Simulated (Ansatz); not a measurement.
BCOF3 (relaxed from a model of B(CO)F3, whose bonding it doesn't keep), 6 atoms. Hardware: 4 threads of Arm Neoverse V2 on a shared host.

Correlated methods freeze 6 core orbitals.

How many basis functions does each of these Ansatz runs have, and roughly what does it cost? BLYP-D4/def2-TZVP, charge 0 singlet, energy, from earlier orbitals; PBE0-D4/def2-TZVP, charge 0 triplet at the geometry of the charge 0 singlet, energy; r2SCAN-D4/def2-TZVP, charge 0 triplet at the geometry of the charge 0 singlet, energy, from earlier orbitals; HF/STO-3G, charge 0 singlet, energy; r2SCAN-D4/def2-TZVPD, charge -1 doublet at the geometry of the charge 0 singlet, energy, from earlier orbitals; PBE0-D4/def2-SVP, charge 0 singlet, energy, from earlier orbitals; r2SCAN-D4/def2-TZVP, charge 0 singlet, energy, from earlier orbitals; PBE-D4/def2-TZVPD, charge -1 doublet at the geometry of the charge 0 singlet, energy, from earlier orbitals; MP2/def2-TZVP, charge 0 singlet, energy, from earlier orbitals; r2SCAN-D4/def2-TZVPD, charge 0 singlet, energy, from earlier orbitals; PBE-D4/def2-TZVP, charge 0 singlet, energy and forces, from earlier orbitals; PBE0-D4/def2-TZVPD, charge 0 singlet, energy, from earlier orbitals.

Other jobs shared the machine, so times can vary by a factor of up to 3. A dash marks memory too small to be measured apart from the calling script's.

| run | functions | fitting or Cholesky vectors | wall time | peak host memory (GiB) |
| --- | --- | --- | --- | --- |
| HF/STO-3G, charge 0 singlet, energy | 30 | 425 | 0.1 s | – |
| PBE0-D4/def2-SVP, charge 0 singlet, energy, from earlier orbitals | 84 | 796 | 0.6 s | – |
| BLYP-D4/def2-TZVP, charge 0 singlet, energy, from earlier orbitals | 186 | 968 | 0.9 s | – |
| PBE-D4/def2-TZVP, charge 0 singlet, energy and forces, from earlier orbitals | 186 | 968 | 1 s | – |
| MP2/def2-TZVP, charge 0 singlet, energy, from earlier orbitals | 186 | 1235 | 1.2 s | – |
| r2SCAN-D4/def2-TZVP, charge 0 singlet, energy, from earlier orbitals | 186 | 968 | 1.8 s | – |
| PBE0-D4/def2-TZVPD, charge 0 singlet, energy, from earlier orbitals | 234 | 1114 | 2 s | – |
| r2SCAN-D4/def2-TZVPD, charge 0 singlet, energy, from earlier orbitals | 234 | 1114 | 2.5 s | – |
| r2SCAN-D4/def2-TZVPD, charge -1 doublet at the geometry of the charge 0 singlet, energy, from earlier orbitals | 234 | 1114 | 16 s | 0.66 |
| PBE0-D4/def2-TZVP, charge 0 triplet at the geometry of the charge 0 singlet, energy | 186 | 968 | 20 s | 0.65 |
| PBE-D4/def2-TZVPD, charge -1 doublet at the geometry of the charge 0 singlet, energy, from earlier orbitals | 234 | 1114 | 20 s | 0.59 |
| r2SCAN-D4/def2-TZVP, charge 0 triplet at the geometry of the charge 0 singlet, energy, from earlier orbitals | 186 | 968 | 26 s | – |
